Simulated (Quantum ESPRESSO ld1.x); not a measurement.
Ce38+, 20 electrons, occupied as [Ar] 3d2. All-electron calculation, Dirac Kohn-Sham, relativistic LDA (MacDonald-Vosko exchange, VWN5 correlation), spin-unpolarised, spherical densities, point nucleus; open shells are shared between the two j in proportion to 2j + 1. Program: ld1.x of Quantum ESPRESSO 7.5. Some entries of the table are withheld. Estimate them.

orbital  occ.  eigenvalue (eV)  <r> (bohr)
1s1/2       2         -42038.6     0.02467
2s1/2       2              (1)      0.1042
2p1/2       2         -8075.00         (2)
2p3/2       4         -7626.82         (3)
3s1/2       2         -3086.14      0.2599
3p1/2       2              (4)         (5)
3p3/2       4              (6)         (7)
3d3/2     0.8              (8)      0.2236
3d5/2     1.2              (9)      0.2266

Answer. 
(1) 2s1/2 eigenvalue (eV): -8407.60
(2) 2p1/2 <r> (bohr): 0.08745
(3) 2p3/2 <r> (bohr): 0.09346
(4) 3p1/2 eigenvalue (eV): -2957.68
(5) 3p1/2 <r> (bohr): 0.2471
(6) 3p3/2 eigenvalue (eV): -2851.54
(7) 3p3/2 <r> (bohr): 0.2567
(8) 3d3/2 eigenvalue (eV): -2652.30
(9) 3d5/2 eigenvalue (eV): -2627.49
